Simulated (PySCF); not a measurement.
**InF⁻: from constants to spectrum**

UHF-CCSD(T) constants of InF⁻, ²Π (doublet), unpaired electrons π ↑ (In aug-cc-pVDZ-PP with ECP28, F aug-cc-pVDZ; scalar-relativistic core potentials (PySCF 2.14); masses 114.9039 and 18.9984 u):

- ωe: 425.0 cm⁻¹
- ωexe: 3.17 cm⁻¹
- Be: 0.23811 cm⁻¹
- αe: 0.00226 cm⁻¹
- D (centrifugal): 2.99e-07 cm⁻¹
- De to In + F⁻: 2.31 eV

(1) Give the vibrational terms G(v) and spacings up to v = 6.

(2) How well does the Morse estimate ωe²/(4ωexe) reproduce De, and what is D0?

Correlated steps freeze 5 core orbitals. Correlated levels converge slowly with the basis: in double zeta they bind strong bonds too weakly, by up to about 1 eV, and carry superposition errors of some tenths. These are scalar-relativistic numbers at best; spin–orbit coupling would shift them, the dissociation energy most. For an ion De counts to the pair picked by the measured ionisation energies or electron affinities, which need not be the lowest pair at this level. The state is the lowest determinant that a PBE0 search found; another state may lie lower at other levels.

## Answers

(1) G(v) = ωe(v+½) − ωexe(v+½)².

| v | G(v) (cm⁻¹) | G(v) − G(v−1) | Bv (cm⁻¹) |
| --- | --- | --- | --- |
| 0 | 211.7 |  | 0.2370 |
| 1 | 630.4 | 418.7 | 0.2347 |
| 2 | 1042.7 | 412.3 | 0.2325 |
| 3 | 1448.7 | 406.0 | 0.2302 |
| 4 | 1848.3 | 399.6 | 0.2279 |
| 5 | 2241.6 | 393.3 | 0.2257 |
| 6 | 2628.6 | 387.0 | 0.2234 |

(2) It gives 1.77 eV, 76 % of the computed De. D0 = De − G(0) = 2.31 − 0.03 = 2.28 eV.
